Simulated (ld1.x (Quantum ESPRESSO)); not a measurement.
## u(r) = r·R(r): atom against pseudo-atom (arsenic (As))

Columns: radius, all-electron u(r) and pseudo u(r) of the 3s shell (level -189.91 eV) of arsenic in the configuration [Ne] 3s2 3p6 3d10 4s2 4p3; PBEsol, scalar-relativistic, PAW scheme, ld1.x (Quantum ESPRESSO) 7.5.

```tsv
r (bohr)	all-electron	pseudo
0.060	-0.0216	0.3414
0.120	-0.7401	0.6650
0.180	-0.6278	0.9546
0.240	-0.0798	1.1967
0.300	0.5195	1.3816
0.360	0.9899	1.5041
0.420	1.2853	1.5633
0.480	1.4241	1.5635
0.540	1.4443	1.5121
0.600	1.3855	1.4199
0.660	1.2797	1.2989
0.720	1.1503	1.1616
0.780	1.0135	1.0193
0.840	0.8793	0.8814
0.900	0.7537	0.7540
0.960	0.6399	0.6399
1.020	0.5390	0.5390
1.080	0.4511	0.4511
1.140	0.3756	0.3756
1.200	0.3114	0.3114
1.260	0.2571	0.2571
1.320	0.2116	0.2116
1.380	0.1738	0.1738
1.440	0.1423	0.1423
1.500	0.1163	0.1163
1.560	0.0949	0.0949
```

Question: How many radial nodes do the two functions have?

Answer: The all-electron 3s function has n − l − 1 = 2 (the table is too coarse to show those close to the nucleus); the pseudo-wave has 0, since the states of the same l below it are removed with the core.

Question: At about which radius was the pseudo-wave matched?

Answer: 0.95 bohr, where the columns begin to agree (steps of 0.06 bohr).

Question: Where does each function peak?

Answer: Outermost all-electron maximum near 0.54 bohr, pseudo maximum near 0.48 bohr (to the table’s step).

Question: Is the pseudo-wave norm-conserving?

Answer: No, it belongs to a PAW set: the norm inside the radius is not constrained, and the difference is carried by the augmentation charge.
